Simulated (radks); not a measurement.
Problem. Spherical quantum dot in the effective-mass picture: electrons in a well V = -V0 / (1 + exp((r - R)/a)) with V0 = 5.03, R = 8.42, a = 0.69, all in effective atomic units (hartree* = m*/eps^2 hartree, bohr* = eps/m* bohr), one dielectric constant everywhere. Calculated with a radial shooting solver with Libxc functionals: non-relativistic Kohn-Sham, PBE, spin-polarised, spherical densities. Levels are named by radial order and angular momentum (1s, 1p, 1d, 2s, ...), and open shells are averaged over m. Results are scaled to m* = 0.53 and eps = 13.7, for which hartree* = 76.84 meV and bohr* = 1.368 nm. At N = 6 the configuration is 1s2 1p(up 3, down 1). Does electron 7 go into 1d down or 1p down or 1d up?

Solution. Into 1p down. The total energies of the other choices lie higher by 5.27 meV (1d up), 6.97 meV (1d down).
